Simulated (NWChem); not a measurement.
Molecule: SnH₂O, singlet; SMILES [OH][SnH]

All runs: NWChem. Low-valent species are run as closed-shell singlets; no triplet was tried in these runs. The geometry was optimised at PBE0/def2-SVP (def2 core potentials past Kr).

For level Hartree-Fock/3-21G, non-relativistic:

- highest occupied level (eV) = -8.67
- orbital gap (eV) = 9.06
- dipole (D) = 1.67

**Question.** What are these values for level Hartree-Fock/STO-3G, non-relativistic?

**Answer.** 
- highest occupied level (eV) = -5.29
- orbital gap (eV) = 10.10
- dipole (D) = 1.26
